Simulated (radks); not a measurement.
Species: Eu I. Configuration: [Xe] 4f7 6s2.

Calculated with a radial shooting solver on a logarithmic mesh with Libxc functionals: scalar-relativistic Kohn-Sham, r2SCAN, spin-unpolarised, spherical densities, finite nucleus; meta-GGA in the generalised Kohn-Sham scheme; Fermi nuclear charge, rms radius 5.1115 fm.

Energy parts (hartree):
total: -10844.4180
kinetic: 11617.1045
electron-nucleus: -26430.8419
Hartree: 4211.7520
exchange-correlation: -242.4326

Orbitals (lengths in bohr, moments of r in powers of bohr; <r^-3> diverges for s and p1/2; r(max) is where P^2 peaks; r(90%) holds 90 % of the orbital's charge):
| orbital | occ. | eigenvalue (hartree) | <1/r> | <r^-3> | r(90%) | r(max) |
|---|---|---|---|---|---|---|
| 1s | 2 | -1780.040 | 70.21 | - | 0.0404 | 0.01420 |
| 2s | 2 | -293.0949 | 16.29 | - | 0.147 | 0.08051 |
| 2p | 6 | -261.0182 | 15.23 | 10780 | 0.137 | 0.06514 |
| 3s | 2 | -64.79457 | 5.980 | - | 0.365 | 0.2286 |
| 3p | 6 | -54.75855 | 5.623 | 2255 | 0.371 | 0.2242 |
| 3d | 10 | -41.34266 | 5.327 | 303.9 | 0.352 | 0.1840 |
| 4s | 2 | -13.00945 | 2.501 | - | 0.813 | 0.5275 |
| 4p | 6 | -9.69118 | 2.302 | 493.9 | 0.871 | 0.5503 |
| 4d | 10 | -5.05042 | 2.022 | 55.63 | 0.983 | 0.5732 |
| 4f | 7 | -0.09275 | 1.408 | 6.799 | 1.72 | 0.5924 |
| 5s | 2 | -1.69448 | 0.9526 | - | 2.00 | 1.236 |
| 5p | 6 | -0.90828 | 0.8013 | 63.85 | 2.39 | 1.403 |
| 6s | 2 | -0.13584 | 0.2862 | - | 6.39 | 3.687 |

The highest occupied level is 4f at -2.524 eV. The density falls to 0.001 e/bohr^3 at r = 5.30 bohr. Summed over all electrons, <r^2> = 83.74 bohr^2, which gives a Langevin (diamagnetic) susceptibility term of -66.3 x 10^-6 cm^3/mol. For comparison, the ionisation energy in NIST's Atomic Spectra Database is 5.670 eV (measured). In exact Kohn-Sham theory the highest level is minus the ionisation energy, but local and semilocal functionals leave it too shallow, through self-interaction and a potential that decays too fast; potentials with the right tail come closer. The electron density at the nucleus is 6.054e+05 e/bohr^3 (large components only).

Beside tabulated values, note that spin-unpolarised runs miss the spin-polarisation part of the exchange energy of open shells.
